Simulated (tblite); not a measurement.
Start geometry of `C/N=[C]/C#CCN` [radical] from a force field or distance geometry (Å):
```
atom  x, y, z in Å
C1     3.529    0.337    0.428
N2     2.539   -0.654    0.858
C3     1.451   -0.439    0.533
C4    -0.008   -0.139    0.079
C5    -1.137    0.074   -0.248
C6    -2.516    0.350   -0.678
N7    -3.402   -0.690   -0.198
H8     3.300    1.336    0.843
H9     4.518    0.047    0.790
H10    3.563    0.403   -0.660
H11   -2.845    1.316   -0.286
H12   -2.576    0.400   -1.765
H13   -3.337   -0.747    0.831
H14   -3.079   -1.594   -0.550
```

What comes out of this run: GFN2-xTB geometry optimisation, gas phase (tblite 0.8.0)?

```
atom  x, y, z in Å
C1     3.5883    0.2031    0.5264
N2     2.2486   -0.2883    0.5926
C3     1.2206    0.1729    0.1134
C4    -0.0719    0.1546   -0.1113
C5    -1.1998    0.4808   -0.5209
C6    -2.6317    0.3135   -0.6755
N7    -3.1978   -0.8780   -0.0408
H8     3.6743    1.1883    0.9930
H9     4.2194   -0.5029    1.0667
H10    3.9389    0.2760   -0.5069
H11   -3.1412    1.1888   -0.2555
H12   -2.8738    0.2681   -1.7439
H13   -3.0129   -0.8632    0.9574
H14   -2.7619   -1.7142   -0.4168
```

The energy falls by 36.7 kcal/mol over 62 L-BFGS steps, the largest force on an atom goes from 13.33 to 0.005 eV/Å, and the atoms move by 0.441 Å rms after alignment. The bond that changes most is C3–C4 (ends: carbon bonded to C and N; carbon bonded to 2 C), which shortens by 0.245 Å. Bonds longer at the end by more than 0.005 Å: 4 of 13; shorter: 6. Among the angles that change most is N2–C3–C4, from 179.3° to 152.7°. Rotational constants go from 15148, 815.2, 784.5 to 14984, 859.8, 825.1 MHz. The orientation of the end geometry is arbitrary; only internal coordinates are fixed.

Time: 0.99 s of wall time. Hardware: one thread of an AMD EPYC, on a shared host.

GFN2-xTB frequencies show an imaginary mode (92i cm⁻¹), so the point is no minimum at that level. 2 starts were optimised and ended at 0.00 and 2.74 kcal/mol (GFN2-xTB); the lowest of these is shown.

One conformer stands for the species.

The numbers are calculated, not measured.
